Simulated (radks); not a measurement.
Results of a calculation; reference values are marked as such.
Problem. Successive ionisation energies (eV) of one element, from differences of total energies of ions in their ground configurations, starting at charge 22: 731.73, 768.10, 804.81, 841.80, 878.96, 969.47, 1005.8, 1810.6, 1899.2, 1989.4, 2081.0, 2174.2, 2268.8, 2364.8, 2462.2, 2560.9, 2661.0, 2931.3, 3020.0, 3109.3, 3199.0, 3289.1. Level of theory: non-relativistic Kohn-Sham, LDA (Slater exchange, Perdew-Wang correlation), spin-unpolarised, spherical densities, point nucleus; relativity is left out, which matters for an element this heavy (a radial shooting solver on a logarithmic mesh with Libxc functionals). Which element is it?

Solution. Lanthanum (Z = 57). The first species listed is La22+ in [Ar] 3d10 4s2 4p5, the last La43+ in [Ne] 3s2 3p2.
